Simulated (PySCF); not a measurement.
Problem. What does the PBE0-D3(BJ)/def2-SVP structure of `BC1=C(F)CC1` look like in three dimensions?

Solution. 
```
atom  x, y, z in Å
B1     2.1165    0.1084    0.1725
C2     0.5997    0.0553    0.0573
C3    -0.3883    0.9352    0.3578
F4    -0.3782    2.1483    0.8452
C5    -1.5561    0.1081   -0.0457
C6    -0.4655   -0.9436   -0.4128
H7     2.6438    1.0973    0.6271
H8     2.8039   -0.8224   -0.1819
H9    -2.2443   -0.1715    0.7681
H10   -2.1462    0.5058   -0.8873
H11   -0.4271   -1.1940   -1.4839
H12   -0.5218   -1.8746    0.1712
```

Orientation and origin are arbitrary. Atoms count from 1 in this order. The 4-membered ring C2–C3–C5–C6 has internal angles of 83.7° to 98.7° (sum 360°, against 360° for a flat polygon); it is planar, 0.00 Å rms from its mean plane, widest ring torsion 0°. B1 (three-coordinate boron) is planar (angles 121.1°, 119.4° and 119.4°, sum 360.0°, 0.00 Å off the plane of its three neighbours). The C–C distances run from 1.357 Å (C2=C3, drawn double) to 1.559 Å (C5–C6, drawn single), a spread of 0.202 Å. The 6 heavy atoms lie in one plane (0.002 Å rms).

Bonds between heavy atoms (Å): B1–C2 1.522, C2=C3 1.357, C3–F4 1.307, C3–C5 1.487, C5–C6 1.559, C2–C6 1.534.

Computed, not measured: PBE0-D3(BJ)/def2-SVP geometry optimisation, gas phase in PySCF.

Point group: Cs (every atom within 0.08 Å of its image). Whether it is a minimum is left open (no frequencies).
